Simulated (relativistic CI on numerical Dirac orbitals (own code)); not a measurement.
## Ligand-field terms of d2

Computed with a parametric ligand-field model of a d^n configuration (Racah B and C, spin-orbit zeta, crystal field), exact diagonalisation.

Field parameters in Wybourne normalisation: Oh B⁴₀ = 21Dq, B⁴₄ = √(5/14) B⁴₀; Td as Oh with Dq negative (B⁴₀ = 21Dq, B⁴₄ = √(5/14) B⁴₀). The field is a parameter set, without covalency.

Lowest levels for B = 1020, C = 3720, ζ = 160 cm⁻¹, Td, 10Dq = -3200 cm⁻¹?

T2 0 (S 1.00), A2 3138 (S 1.00), T2 3181 (S 1.00), E 3223 (S 1.00), T1 3248 (S 1.00), T2 5547 (S 1.00), E 5565 (S 1.00), T1 5783 (S 1.00), A1 5891 (S 1.00) cm⁻¹, with S from ⟨S²⟩ = S(S + 1). The ground level has 1.99 electrons in the cubic e pair.

Lowest levels for B = 750, C = 3230, ζ = 700 cm⁻¹, Td, 10Dq = -3800 cm⁻¹?

T2 0 (S 1.00), E 3625 (S 0.99), A2 3747 (S 1.00), T2 3949 (S 1.00), T1 4128 (S 1.00), T2 6548 (S 1.00), E 6827 (S 1.00), T1 7491 (S 1.00), A1 7828 (S 1.00) cm⁻¹, with S from ⟨S²⟩ = S(S + 1). The ground level has 1.93 electrons in the cubic e pair.

Lowest levels for B = 680, C = 3260, ζ = 850 cm⁻¹, Td, 10Dq = -8950 cm⁻¹?

T2 0 (S 1.00), E 8542 (S 0.91), A2 8727 (S 1.00), T2 8926 (S 1.00), T1 9249 (S 1.00), E 12081 (S 0.32), T2 14087 (S 1.00), E 14436 (S 0.94), T1 14833 (S 1.00) cm⁻¹, with S from ⟨S²⟩ = S(S + 1). The ground level has 1.98 electrons in the cubic e pair.

Lowest levels for B = 420, C = 2020, ζ = 200 cm⁻¹, Oh, 10Dq = 7400 cm⁻¹?

E 0 (S 1.00), T2 10 (S 1.00), T1 284 (S 1.00), A1 420 (S 1.00), T2 6607 (S 0.76), A2 6738 (S 1.00), T1 6891 (S 1.00), E 6896 (S 0.99), E 7106 (S 0.02) cm⁻¹, with S from ⟨S²⟩ = S(S + 1). The ground level has 0.05 electrons in the cubic e pair.

Lowest levels for B = 400, C = 1500, ζ = 700 cm⁻¹, Oh, 10Dq = 4200 cm⁻¹?

E 0 (S 0.99), T2 178 (S 0.99), T1 1237 (S 1.00), A1 1804 (S 1.00), T2 4031 (S 0.94), A2 4219 (S 1.00), T1 4831 (S 1.00), E 4960 (S 1.00), E 6606 (S 0.13) cm⁻¹, with S from ⟨S²⟩ = S(S + 1). The ground level has 0.15 electrons in the cubic e pair.
